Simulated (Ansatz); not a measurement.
The first iterations of a band of Cl2FH3HfOSi + H (10 atoms, charge 0, multiplicity 2).

Computed with UKS PBE/def2-SVP (Ansatz 0.2.0).

- movable images: 5
- climbing image: yes
- spring: 5.0 eV/Å²
- optimiser: quadratic models (default)
- start path: through a guess of the saddle point
- force threshold: 0.5 eV/Å
- iteration limit: 60
- end points: relaxed

Initial state:

```xyz
10
Properties=species:S:1:pos:R:3
Hf 0.001 -0.255 -0.157
F 0.104 -0.063 1.743
Cl 2.017 0.489 -1.135
O -1.450 0.843 -0.782
Si -2.724 1.821 -1.316
H -3.967 1.452 -0.559
H -2.370 3.257 -1.062
H -2.927 1.592 -2.786
Cl -0.447 -2.508 -0.704
H 0.243 0.031 4.977
```

Final state:

```xyz
10
Properties=species:S:1:pos:R:3
Hf 0.215 -0.076 -0.113
F -0.707 0.167 2.026
Cl 2.036 0.187 -1.576
O -1.260 1.021 -0.698
Si -2.648 1.886 -1.119
H -3.749 1.554 -0.151
H -2.344 3.355 -1.057
H -3.064 1.505 -2.511
Cl 0.435 -2.174 1.202
H -0.435 -0.767 2.213
```

| iteration | highest image above the first end (eV) | largest band force component (eV/Å) |
| --- | --- | --- |
| 1 | 2.159 | 6.659 |
| 2 | 1.431 | 1.735 |

Problem. Does the band converge within its limit, and where does its top end?

Solution. The run converged. It ended after 7 iterations with the highest image 0.763 eV above the first end. The threshold of 0.5 eV/Å is loose, so the images may lie well off the minimum-energy path. The order of the point at the top wasn't checked.

Run time: 94 s on 4 threads of Intel(R) Xeon(R) Platinum 8488C (Sapphire Rapids) (shared host), peak memory 0.32 GiB.
